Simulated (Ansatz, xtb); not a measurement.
**Two isomers of Cl2GeH2Se2**

We compare X, `[Cl][GeH]([Cl])[Se][SeH]`, a singlet, with Y, `[Cl][Ge]([Cl])([SeH])[SeH]`, a singlet. Both are isolated molecules in the gas phase, relaxed with PBE0-D4/def2-SVP; the shapes shown needn't be the lowest conformers.

X (Å):

```xyz
7

Cl   -1.6165    2.1088   -0.4046
Cl    1.6795    1.5672   -1.2536
Ge    0.0563    0.7949   -0.0792
Se   -0.5104   -1.3741   -0.7641
Se   -1.0205   -0.8243   -2.9800
H     0.4414    0.8272    1.4061
H    -2.4155   -0.4312   -2.7061
```

Y (Å):

```xyz
7

Cl   -0.5422   -2.4442   -0.4808
Cl    1.5107   -0.8850    1.8463
Ge    0.1581   -0.5298    0.2101
Se   -1.5365    0.7745    1.1427
Se    1.2109    0.3996   -1.6528
H    -2.1732    0.9492   -0.1739
H     1.4334    1.6677   -0.9373
```

Question: Estimate E(Y) − E(X) at the level CCSD(T)/def2-SVP + ΔMP2/def2-TZVPP.

Answer: Calculated at CCSD(T)/def2-SVP + ΔMP2/def2-TZVPP: E(Y) − E(X) = −14.9 kcal/mol, so structure Y lies lower.

Level by level:

```csv
level,geometry,E(Y) − E(X) (kcal/mol),departure from the last row (kcal/mol),"job, with rough time for the two"
PBE0-D4/def2-SVP,PBE0-D4/def2-SVP,−14.4,+0.5,"optimisation, 1.8 min"
HF/def2-SVP,PBE0-D4/def2-SVP,−14.7,+0.2,part of the CCSD(T) run
MP2/def2-SVP,PBE0-D4/def2-SVP,−16.3,−1.4,part of the CCSD(T) run
CCSD(T)/def2-SVP,PBE0-D4/def2-SVP,−15.2,−0.3,single point
CCSD(T)/def2-SVP + ΔMP2/def2-TZVPP,PBE0-D4/def2-SVP,−14.9,,"single point, 2.1 min"
```

As drawn, Y has 1 Ge–Se, 1 Se–H in place of 1 Se–Se, 1 Ge–H.

None of the levels shown reverses the order. The largest departure from CCSD(T)/def2-SVP + ΔMP2/def2-TZVPP is that of MP2/def2-SVP, 1.4 kcal/mol. Levels run at GFN2-xTB geometries aren't shown. The last row adds to CCSD(T) the change of the MP2 difference between the two basis sets, here +0.3 kcal/mol.

With thermal terms from frequencies at re-optimised GFN2-xTB minima (ideal gas, soft modes damped towards free rotors, one conformer each, 298.15 K, 1 atm): the zero-point term adds −0.3 kcal/mol; ΔH is −14.7 and ΔG −15.5 kcal/mol.

The correlated steps freeze 37 core orbitals; the filled d shell of Ge and Se is correlated, in a basis made for valence electrons. Run with Ansatz 0.2.0, xtb 6.7.1; the last row on 2 threads of Arm Neoverse V2 on a shared host.
